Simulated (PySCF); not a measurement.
**Telling isomers of C$_{3}$H$_{12}$N$_{2}$Si$_{2}$ apart by NMR**

- geometry: GFN2-xTB
- σ from GIAO-PBE0/pcSseg-1
- program: PySCF 2.14
- relativity neglected, one computed conformer, no solvent, one averaged value for each set of equivalent atoms

δ = σ(ref) − σ, references computed at the same level: 1H (σref 31.72) and 13C (σref 186.93) against TMS. Where no couplings were computed, multiplicities follow the n + 1 count of equivalent neighbours, and m marks all less simple cases (inequivalent or close neighbours, rings, F or P nearby). Shifts are as computed. Against solution values, carbons near 30 ppm lie about +3 ppm off and those near 130 ppm about +5 ppm. Of 1309 compounds with measured shifts, 239 miss one by over three times the rms of a fit or turn the order of signals round; such compounds aren't used in these exercises. OH and NH positions are gas-phase values without hydrogen bonding to other molecules.

(1) Tabulate the signals of `N[SiH](N)C1C[SiH2]C1`, `CN1[SiH2]CNC[SiH2]1` and their relative energies.

(2) What is the quickest way to tell N[SiH](N)C1C[SiH2]C1 from CN1[SiH2]CNC[SiH2]1?

## Answers

(1) 
| SMILES | carbon types | δC | δH | E rel. (kcal/mol) |
| --- | --- | --- | --- | --- |
| N[SiH](N)C1C[SiH2]C1 | 1×CH 2×CH2 | 23.3, 9.4 | 5.13 (m, 1H), 5.05 (d, 1H), 5.02 (m, 1H), 2.01 (m, 1H), 1.28 (m, 2H), 1.26 (m, 2H), 0.21 (br s, 4H) | 0.0 |
| CN1[SiH2]CNC[SiH2]1 | 2×CH2 1×CH3 | 36.6, 36.2 | 4.54 (m, 4H), 2.75 (s, 3H), 2.66 (m, 4H), -0.54 (br s, 1H) | 12.0 |

Energies are electronic energies at PBE0/pcSseg-1 on these geometries, without zero-point or thermal terms, each for the one conformer computed, which needn't be the lowest.

(2) Both give the same number of carbon signals, but DEPT or the intensities differ. The first has an sp3 CH bonded to Si at 23.3 ppm, the second a methyl carbon bonded to N (CH3) at 36.2 ppm. Their most deshielded carbons lie at 23.3 and 36.6 ppm. In the proton spectra the most deshielded non-exchanging signals are 5.13 (m, 1H) and 4.54 (m, 4H).
